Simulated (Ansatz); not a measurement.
`[BH2][GaH][Se]C` + `C[NH][GeH3]` → `B[N](C)[GeH3]` + `C[Se][GaH2]`  (cleavage of the B–Ga bond)

Isolated molecules relaxed with PBE0-D4/def2-TZVP in Ansatz; ΔE leaves out vibrations. CBS: MP2 limit from def2 TZ/QZ plus the TZ coupled-cluster correction, frozen cores. Functionals use def2-TZVPP. HSE06 is defined as in plane-wave codes. For Ga, Ge, Se outer-core shells are correlated without core-valence functions, which leaves a few kJ/mol of doubt a bond. Scalar relativity is left out up to krypton. Each species was taken in one conformer, which may not be the lowest.

`[BH2][GaH][Se]C`:

Cartesian coordinates in Å:
```
B -1.820 -1.792 1.360
Ga -0.345 -0.449 0.804
Se -0.173 0.134 -1.436
C 1.333 1.388 -1.372
H -2.914 -1.427 1.677
H -1.622 -2.972 1.375
H 0.728 0.273 1.698
H 0.990 2.357 -1.729
H 1.702 1.476 -0.353
H 2.121 1.012 -2.022
```

`C[NH][GeH3]`:

```xyz
10

C     0.068    0.639    1.247
N    -0.627   -0.257    0.343
Ge    0.170   -0.651   -1.266
H    -0.435    0.661    2.219
H     0.156    1.676    0.891
H     1.081    0.267    1.423
H    -1.601   -0.005    0.245
H    -0.799   -1.554   -2.044
H     1.486   -1.381   -0.948
H     0.500    0.606   -2.110
```

`B[N](C)[GeH3]`:

Cartesian coordinates in Å:
```
B 0.461 0.037 -1.593
N 0.158 0.079 -0.238
C 0.900 0.897 0.707
Ge -1.235 -0.916 0.492
H -0.189 -0.658 -2.322
H 1.371 0.700 -2.011
H 1.691 1.437 0.184
H 1.360 0.284 1.489
H 0.249 1.629 1.197
H -0.646 -1.840 1.573
H -1.897 -1.710 -0.634
H -2.222 0.062 1.157
```

`C[Se][GaH2]`:

Z-matrix (Å, degrees):
```
C
Se 1 1.961
H 1 1.088 2 108.4
H 1 1.088 2 108.4 3 119.3
H 1 1.088 2 110.3 3 -120.4
Ga 2 2.306 1 100.1 3 120.4
H 6 1.560 2 117.1 1 -180.0
H 6 1.566 2 116.4 1 0.0
```

| level | ΔE (kJ/mol) | difference from CCSD(T)/CBS |
| --- | --- | --- |
| LDA (SPW92) | -185.3 | -18.0 |
| PBE0-D4 | -167.4 | -0.1 |
| HSE06-D4 | -167.3 | 0.0 |
| ωB97M-V | -173.9 | -6.6 |
| B2PLYP | -172.5 | -5.2 |
| r2SCAN | -170.1 | -2.8 |
| BHLYP | -169.5 | -2.2 |
| CCSD/def2-SVP | -185.0 | -17.7 |
| SCS-MP2/def2-QZVPP | -172.4 | -5.1 |
| HF/CBS(def2) | -163.5 | 3.8 |
| CCSD(T)/CBS | -167.3 | 0 |

(1) What do rigid-rotor, harmonic-oscillator terms from PBE0-D4/def2-TZVP frequencies (298.15 K, 1 bar) make of the CCSD(T)/CBS value? (Estimate.)

Largest T1 diagnostic among the species: 0.013.

Results:

(1) Ansatz gave: ΔZPE = -1.3 kJ/mol, ΔH = -171.3 kJ/mol, ΔS = -21 J/(mol·K), ΔG = -165.1 kJ/mol. Modes under 50 cm⁻¹ make the entropy rough.

The D4 term adds −3.5 kJ/mol with B3LYP and −1.8 kJ/mol with PBE0; it sums over pairs of atoms, weighted by their polarisabilities, and B3LYP, whose exchange is more repulsive, gets the larger term. In def2-TZVPP, CCSD(T) changes the Hartree–Fock value by −9.5 kJ/mol (the triples alone add −3.1 kJ/mol) and MP2 by −15.0 kJ/mol. Leaving LDA and LC-ωPBE aside and taking each functional with its dispersion term where it has one, the values, not all of them listed here, spread over 9.6 kJ/mol, from CAM-B3LYP-D4 to revPBE-D4. LDA lies −19.6 kJ/mol from PBE without D4.

CCSD(T)/CBS has its own doubt, a few kJ/mol and more with outer-core shells, so smaller differences from it don't rank the levels.

B3LYP here is the variant with VWN-RPA as its local correlation; programs differ in this.
